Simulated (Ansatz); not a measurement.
Relaxation of AlGeH5OSi (9 atoms, charge 0, multiplicity 1), to a largest force component of 0.02 eV/Å in at most 50 steps.

All numbers below come from RKS PBE0/def2-SVP (Ansatz).

```xyz
9
Properties=species:S:1:pos:R:3:forces:R:3
O -1.407 0.207 -0.315 -4.09 1.97 -1.25
Si -0.072 1.204 -0.719 3.65 2.72 -2.02
Al 1.448 -0.118 0.409 2.37 0.63 -0.80
Ge -0.653 -1.019 0.702 0.35 -4.57 3.52
H -2.095 0.500 -0.964 0.00 -1.15 0.88
H -0.185 2.568 -0.137 -0.66 0.33 0.25
H 2.883 -0.782 -0.038 -0.55 0.18 0.53
H -0.857 -2.416 0.062 -0.87 -0.07 0.05
H -1.237 -0.911 2.206 -0.20 -0.05 -1.18
```

Where does it end, and by what steps?

It converged. After 12 steps the energy has fallen by 1.955 eV; Si2 moved furthest, 0.45 Å.

```csv
step,energy less start (eV),largest force component (eV/Å),accepted
0,0.0000,4.572,yes
1,-1.2969,2.439,yes
2,-1.8296,0.595,yes
3,-1.8359,1.262,yes
4,-1.9369,0.228,yes
5,-1.9462,0.116,yes
6,-1.9508,0.170,yes
7,-1.9519,0.238,yes
8,-1.9543,0.062,yes
9,-1.9536,0.096,no
10,-1.9549,0.050,yes
11,-1.9428,0.236,no
12,-1.9554,0.007,yes
```

```xyz
9
Properties=species:S:1:pos:R:3
O -1.350 0.328 -0.197
Si -0.035 1.419 -1.113
Al 1.565 0.003 0.077
Ge -0.579 -1.174 0.751
H -2.161 0.190 -0.703
H -0.035 2.533 -0.068
H 3.011 -0.634 0.297
H -1.284 -2.370 0.044
H -1.308 -1.062 2.117
```

Whether the end is a true minimum wasn't checked by a vibrational analysis.

Time of the run: 33 s on 2 threads of AMD EPYC 7R43 64-Core Processor (Zen 3) (shared host), peak memory 0.27 GiB.
